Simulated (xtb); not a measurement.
Si(AsH2)(H)2(OH) (AsH5OSi), SMILES O[SiH2][AsH2]. All values are semi-empirical tight-binding results from xtb (GFN2-xTB unless named), good for trends rather than for accurate numbers. The structure is a stationary point at GFN2-xTB. One conformer was computed; it need not be the lowest.

Computed properties:
orbital gap: 4.85 eV
zero-point energy: 27.4 kcal/mol
G − E(el) at 298.15 K (modified RRHO): 8.4 kcal/mol
static polarisability (D4 model): 67.6 bohr³
solvation energy, GFN2-xTB/ALPB(water): -4.0 kcal/mol
solvation energy, GFN2-xTB/ALPB(chcl3): -3.7 kcal/mol
